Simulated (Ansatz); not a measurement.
`C[CH2][Al]([F])[F]` and `[F][Al]([F])[SeH]` differ in one atom or group.

Ansatz, PBE0-D4/def2-TZVP geometries, multiplicity 1. Each molecule was computed in one conformer, which needn't be the lowest.

Scalar relativity is left out up to krypton.

```json
{"property": "size of the dipole moment (B3LYP/def2-TZVPP) / D", "`C[CH2][Al]([F])[F]`": "2.34"}
{"property": "HOMO–LUMO gap (PBE/def2-TZVPP) / eV", "`C[CH2][Al]([F])[F]`": "5.83"}
{"property": "HOMO energy (B3LYP/def2-TZVPP) / eV", "`C[CH2][Al]([F])[F]`": "-8.31"}
{"property": "LUMO energy (PBE0/def2-TZVPP) / eV", "`C[CH2][Al]([F])[F]`": "-0.52"}
{"property": "LUMO energy (ωB97M-V/def2-TZVPP) / eV", "`C[CH2][Al]([F])[F]`": "1.01"}
{"property": "HOMO–LUMO gap (PBE0/def2-TZVPP) / eV", "`C[CH2][Al]([F])[F]`": "7.99"}
```

(1) Give the same properties after the change, and the shifts. (Estimate.)

## Answers

(1) Computed: 
```json
{"property": "size of the dipole moment (B3LYP/def2-TZVPP) / D", "`[F][Al]([F])[SeH]`": "1.39", "shift": "-0.95"}
{"property": "HOMO–LUMO gap (PBE/def2-TZVPP) / eV", "`[F][Al]([F])[SeH]`": "4.74", "shift": "-1.09"}
{"property": "HOMO energy (B3LYP/def2-TZVPP) / eV", "`[F][Al]([F])[SeH]`": "-7.65", "shift": "0.66"}
{"property": "LUMO energy (PBE0/def2-TZVPP) / eV", "`[F][Al]([F])[SeH]`": "-1.17", "shift": "-0.65"}
{"property": "LUMO energy (ωB97M-V/def2-TZVPP) / eV", "`[F][Al]([F])[SeH]`": "0.48", "shift": "-0.53"}
{"property": "HOMO–LUMO gap (PBE0/def2-TZVPP) / eV", "`[F][Al]([F])[SeH]`": "6.74", "shift": "-1.25"}
```

With PBE0 the HOMO rises by 0.59 eV and the LUMO falls by 0.65 eV, so the gap narrows by about 1.24 eV. PBE moves the HOMO by 0.44 eV and ωB97M-V by 0.72 eV. The zero-point energy changes by -147.7 kJ/mol with -15 modes. Dipoles are sizes alone; their direction can turn.

B3LYP here is the variant with VWN-RPA as its local correlation; programs differ in this.

Spin–orbit coupling is left out; it splits and shifts lone-pair levels of the heavy atoms by tenths of an eV.
